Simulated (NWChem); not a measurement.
Species: CH4Cd; SMILES [CH3][CdH]

```xyz
6

Cd    -0.0401    -0.2865    -0.0045
H     -0.0693    -1.9638    -0.0080
C     -0.0116     1.8273    -0.0019
H      0.8514     2.2125     0.5634
H     -0.9263     2.2297     0.4611
H      0.0510     2.2236    -1.0274
```
Atoms are numbered in this order, from 1.

Level: PBE0/def2-SVP with def2 effective core potentials on Cd (NWChem), optimised geometry, unscaled harmonic frequencies. def2 effective core potentials on Cd; no spin-orbit coupling.

```csv
frequency (cm⁻¹),IR intensity (km/mol)
427,39.2
427,39.4
511,15.8
699,77.8
700,77.7
1181,0.2
1431,0.8
1431,0.8
1824,277.5
3054,11.2
3161,5.7
3162,5.6
```

```
Item                                                                               Result
-----------------------------------------------------------------------  ----------------
zero-point energy                                                           25.7 kcal/mol
thermal correction to the enthalpy at 298.15 K (with zero-point energy)     28.8 kcal/mol
heat capacity Cv                                                         12.1 cal/(mol K)
entropy at 298.15 K and 1 atm (symmetry number 3)                        62.5 cal/(mol K)
```

Rigid rotor and harmonic oscillator.
